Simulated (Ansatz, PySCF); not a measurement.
Noncovalent pair: H2S (SMILES S) (first 3 atoms) with GeH4 (SMILES [GeH4]); geometry from B3LYP-D3(BJ)/def2-TZVP, rigid monomers moved along the line of their centres of mass till S1···Ge4 is 4.45 Å.
(charge 0, multiplicity 1):
| atom | x (Å) | y (Å) | z (Å) |
|---|---|---|---|
| S | 0.2669 | 1.8733 | 0.6899 |
| H | -1.0639 | 1.8593 | 0.8654 |
| H | 0.2462 | 0.7260 | -0.0072 |
| Ge | -0.2319 | -1.1014 | 3.9556 |
| H | -1.0042 | 0.1749 | 4.3162 |
| H | 1.2707 | -0.8046 | 3.8821 |
| H | -0.7236 | -1.6327 | 2.6004 |
| H | -0.4915 | -2.1707 | 5.0315 |

Monomers are frozen at their geometry in the pair; levels with a basis set take the counterpoise correction. Rows marked so take none.

Rows in 6-31G* carry no dispersion term and start afresh at each structure (6-31G* with six Cartesian d functions); the Pople sets are all-electron and without relativity.

Programs: Ansatz (a quantum-chemistry and plane-wave program) with Gaussian orbitals; PySCF for 6-31G* rows, the dispersion terms. 

Q: One of these levels gives -3.8 kJ/mol for the interaction energy. Which one is it?
A. B3LYP-D3(BJ)/def2-TZVPPD
B. HF/6-31G* (no counterpoise)
C. r2SCAN/def2-TZVPPD

A: A, B3LYP-D3(BJ)/def2-TZVPPD. The others give -0.8 (HF/6-31G* (no counterpoise)), -2.4 (r2SCAN/def2-TZVPPD)
